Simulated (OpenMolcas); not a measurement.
# Mn6+, Tc6+, Re6+: d down the group

```yaml
Program: OpenMolcas 26.06
Method: RASSCF
Basis: ANO-RCC-VTZP
Scalar_Hamiltonian: DKH2, point nucleus
Spin-orbit_coupling: RASSI with atomic mean-field integrals over the reference wave functions, term energies averaged over their components
```

Active space for each ion: 7 electrons in 8 orbitals (RAS1 p, at most 2 holes; RAS2 d).

Computed levels in cm-1 above ²D_3/2:

| Level | Mn6+ | Tc6+ | Re6+ |
| --- | --- | --- | --- |
| ²D_5/2 | 1387 | 3541 | 12182 |
| weight of ²D in the lowest level (%) | 100 | 100 | 100 |

Measured, with the error of the calculation in %. Measured levels: Mn6+ from Corliss and Sugar, J. Phys. Chem. Ref. Data 6, 1253 (1977).

```tsv
Level	Mn6+
²D_5/2	1350 (+2.8)
```

The fine-structure level ²D_5/2 changes by a factor of 8.78 from Mn6+ to Re6+.

Without dynamic correlation excited terms often stand tens of per cent too high (terms of higher spin than the ground term too low), and those without a measured partner can miss by more than the paired ones. Active for correlation alone: 3p; no level in the range computed is led by a configuration that opens it, so any true level of that kind is missing (holds for Mn6+). Active for correlation alone: 4p; no level in the range computed is led by a configuration that opens it, so any true level of that kind is missing (holds for Tc6+). Active for correlation alone: 5p; no level in the range computed is led by a configuration that opens it, so any true level of that kind is missing (holds for Re6+). Measured partners are found by configuration, term and J. A level has none where our copy of the source lacks it or the pairing is in doubt (some pairs that miss far off the trend of their configuration count as doubtful), and it then counts in no deviation. Levels of configurations outside the active space are missing.
